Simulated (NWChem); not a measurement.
Species: C₂H₃F₂NSi; SMILES N#CC(F)(F)[SiH3]

```xyz
9

N     -1.0124    -2.3358     0.0000
C     -0.3618    -1.3754     0.0000
C      0.3651    -0.0896     0.0000
F      1.1758    -0.0527    -1.1090
F      1.1758    -0.0527     1.1090
Si    -0.7847     1.4712     0.0000
H     -1.6175     1.4261    -1.2237
H      0.1224     2.6410     0.0000
H     -1.6175     1.4261     1.2237
```
Atoms are numbered in this order, from 1.

All runs: NWChem. Structure relaxed at the B3LYP/6-31G* (spherical d) level. Vertical excitations in the gas phase; the lowest state need not have the same character in each row.

```tsv
level	lowest excitation, singlet (eV)	oscillator strength of that lowest state	lowest state with f > 0.02, singlet (eV)	oscillator strength of that bright state	orbital gap (eV)
PBE/def2-SVP, full TDDFT	6.40	0.004	6.59	0.064	6.22
B3LYP/def2-SVP, full TDDFT	6.96	0.004	7.28	0.064	8.38
Hartree-Fock/def2-SVP, TDHF	…	0.000	…	…	…
```

What belongs in the gaps?


- Hartree-Fock/def2-SVP, TDHF, lowest excitation, singlet (eV): 6.52
- Hartree-Fock/def2-SVP, TDHF, lowest state with f > 0.02, singlet (eV): 9.40
- Hartree-Fock/def2-SVP, TDHF, oscillator strength of that bright state: 0.024
- Hartree-Fock/def2-SVP, TDHF, orbital gap (eV): 16.26
